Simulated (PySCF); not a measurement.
**SMILES CC[C@@H]1C[C@@H]1C[O-], [C6H11O]-, charge -1**

Geometry (Å), atoms numbered from 1 in this order:
```xyz
18

C     2.042    0.596    0.677
C     1.072    0.489   -0.494
C     0.282   -0.796   -0.444
C    -0.945   -0.926   -1.300
C    -1.080   -0.788    0.183
C    -1.695    0.534    0.750
O    -1.545    1.611    0.031
H     2.589    1.538    0.643
H     1.490    0.552    1.612
H     2.767   -0.223    0.666
H     1.626    0.564   -1.439
H     0.317    1.291   -0.436
H     0.887   -1.700   -0.324
H    -1.160   -1.872   -1.787
H    -1.232   -0.049   -1.861
H    -1.369   -1.674    0.749
H    -2.795    0.252    0.945
H    -1.258    0.606    1.816
```

Total charge -1.

Theory: TDDFT CAM-B3LYP/aug-cc-pVDZ circular dichroism and optical rotation, one conformer, gas phase in PySCF. Geometry: GFN2-xTB.

The molecule is flexible and this is one conformer; a measurement averages over conformers. For a gas-phase anion, states above the detachment energy (about 1.4 eV, taken as minus the energy of the highest occupied orbital) lie in the continuum and depend on the basis.

Question: Draw the ECD and absorption spectra from the lowest 12 states, each a Gaussian of half-width 0.25 eV at 1/e height.

Answer: 
```tsv
E (eV)	λ (nm)	Δε (L mol⁻¹ cm⁻¹)	ε (L mol⁻¹ cm⁻¹)
2.17	572	+0.01	12.5
2.27	547	+0.03	53.9
2.37	524	+0.08	172
2.47	502	+0.18	416
2.57	483	+0.34	800
2.67	465	+0.56	1290
2.77	448	+0.94	1820
2.87	432	+1.52	2280
2.97	418	+2.10	2480
3.07	404	+2.38	2420
3.17	391	+2.34	2220
3.27	379	+2.24	2020
3.37	368	+2.12	1900
3.47	358	+1.79	1820
3.57	348	+1.13	1640
```
Δε uses R in velocity form, ε uses f in length form. Only the states computed contribute, so the short-wavelength end is incomplete.
